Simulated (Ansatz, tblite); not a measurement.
Cost and result up the ladder for GeS2⁺ (the lowest doublet isomer of a short search) (3 atoms). Total charge 1; doublet. Geometry: r2SCAN-D4/def2-TZVP.

```
atom   x (Å)   y (Å)   z (Å)
 Ge1   1.072  -0.072  -0.864
  S2  -1.005  -0.687  -0.090
  S3  -0.067   0.758   0.953
```

Ansatz on 4 threads of Arm Neoverse V1 on a shared host; xTB runs through tblite on one thread. Times are rough, summed over both states, and most runs start from the orbitals of an earlier one. CCSD(T)/def2-TZVPP serves as the yardstick here, not as an exact answer. Differences are given only for rows in sets of like size (and for xTB, whose basis is part of the method), since another set adds its own error. The other state is a quartet at its own geometry, which has other bonds, so the gap mixes isomer and spin.

The xTB rows come from tblite. LC-ωPBE has ω = 0.4 bohr⁻¹. Correlated methods freeze 19 core orbitals; core or outer-core shells of Ge are correlated, in sets that lack core-valence functions. The structure comes from a short search, and lower isomers may exist.

Correlated methods converge slowly with the basis.

xTB has no spin-polarisation term.

```json
{"level": "ωB97X-V/def2-TZVP", "functions": "122", "quartet − doublet (eV)": "2.45", "difference from CCSD(T)/def2-TZVPP (eV)": "0.03"}
{"level": "HF/STO-3G", "functions": "36", "quartet − doublet (eV)": "2.24", "difference from CCSD(T)/def2-TZVPP (eV)": "–"}
{"level": "PBE0-D4/def2-TZVP", "functions": "122", "quartet − doublet (eV)": "2.40", "difference from CCSD(T)/def2-TZVPP (eV)": "-0.02"}
{"level": "CCSD(T)/def2-TZVPP", "functions": "132", "quartet − doublet (eV)": "2.42", "difference from CCSD(T)/def2-TZVPP (eV)": "0.00"}
{"level": "GFN2-xTB", "functions": "27", "quartet − doublet (eV)": "2.68", "difference from CCSD(T)/def2-TZVPP (eV)": "0.26"}
{"level": "r2SCAN0-D4/def2-TZVP", "functions": "122", "quartet − doublet (eV)": "2.34", "difference from CCSD(T)/def2-TZVPP (eV)": "-0.08"}
{"level": "GFN1-xTB", "functions": "27", "quartet − doublet (eV)": "3.51", "difference from CCSD(T)/def2-TZVPP (eV)": "1.09"}
{"level": "LC-ωPBE/def2-TZVP", "functions": "122", "quartet − doublet (eV)": "2.33", "difference from CCSD(T)/def2-TZVPP (eV)": "-0.09"}
{"level": "B2PLYP/def2-TZVP", "functions": "122", "quartet − doublet (eV)": "2.39", "difference from CCSD(T)/def2-TZVPP (eV)": "-0.03"}
{"level": "BHLYP-D4/def2-TZVP", "functions": "122", "quartet − doublet (eV)": "2.26", "difference from CCSD(T)/def2-TZVPP (eV)": "-0.16"}
{"level": "RPA@PBE/def2-TZVP", "functions": "122", "quartet − doublet (eV)": "2.30", "difference from CCSD(T)/def2-TZVPP (eV)": "-0.12"}
{"level": "PBE-D4/def2-TZVP", "functions": "122", "quartet − doublet (eV)": "2.43", "difference from CCSD(T)/def2-TZVPP (eV)": "0.01"}
{"level": "MP2/def2-TZVP", "functions": "122", "quartet − doublet (eV)": "2.52", "difference from CCSD(T)/def2-TZVPP (eV)": "0.10"}
{"level": "r2SCAN-D4/def2-TZVP (with forces)", "functions": "122", "quartet − doublet (eV)": "2.39", "difference from CCSD(T)/def2-TZVPP (eV)": "-0.03"}
```

Q: Estimate how long each takes.

A: GFN1-xTB 0.006 s; GFN2-xTB 0.006 s; HF/STO-3G 0.4 s; PBE-D4/def2-TZVP 2.5 s; MP2/def2-TZVP 2.8 s; RPA@PBE/def2-TZVP 3.8 s; BHLYP-D4/def2-TZVP 4.9 s; B2PLYP/def2-TZVP 5.5 s; LC-ωPBE/def2-TZVP 5.8 s; r2SCAN-D4/def2-TZVP (with forces) 7.6 s; r2SCAN0-D4/def2-TZVP 8.6 s; PBE0-D4/def2-TZVP 9.4 s; ωB97X-V/def2-TZVP 17 s; CCSD(T)/def2-TZVPP 19 s. On shared hardware such times vary by a factor of up to 3.
